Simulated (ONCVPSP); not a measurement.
## scandium (Sc): excitation energies, all-electron against ONCV

```json
{"Element": "scandium (Sc)", "Generator": "ONCVPSP 4.0.1", "Type": "optimised norm-conserving Vanderbilt (ONCV)", "Functional": "PBE", "Relativity": "scalar-relativistic", "Frozen core": "[Ar]", "Valence charge": "3", "Reference configuration": "3d1 4s2", "Partial waves": "4s: rc 3.05 bohr, ncon 4, nbas 8, qcut 2.2 1/bohr, 2 projectors, debl 3.7 Ha; p scattering state at 0.35 Ha: rc 2.75 bohr, ncon 4, nbas 8, qcut 3.2 1/bohr, 2 projectors, debl 3.6 Ha; 3d: rc 2.50 bohr, ncon 4, nbas 9, qcut 5 1/bohr, 2 projectors, debl 1.8 Ha", "Local potential": "polynomial inside 2.20 bohr (lpopt 3, dvloc0 0 Ha)", "Core correction": "Teter function, fcfact 5.25, rcfact 1.35"}
```

In the p channel the program set the typed energies aside and used 0.050, 3.650 Ha.

Energies are relative to the spin-unpolarised reference configuration 3d1 4s2; without spin polarisation the order of configurations can differ from experiment.

```tsv
valence configuration	charge	ΔE all-electron (eV)	error AE − PS (meV)
3d1 4s0	+2	19.665	-0.8
3d1 4s1 4p1	0	2.779	-0.4
```

Task: What are ΔE and the potential's error for 3d1 4s1.5?

Result: ΔE = 2.754 eV all-electron; the error (AE − PS) is -0.2 meV.

Task: What are ΔE and the potential's error for 3d1 4s1?

Result: ΔE = 6.897 eV all-electron; the error (AE − PS) is -2.8 meV.

Note: no bound ghost flagged; GHOST(+) flagged for s at 93.5 eV.
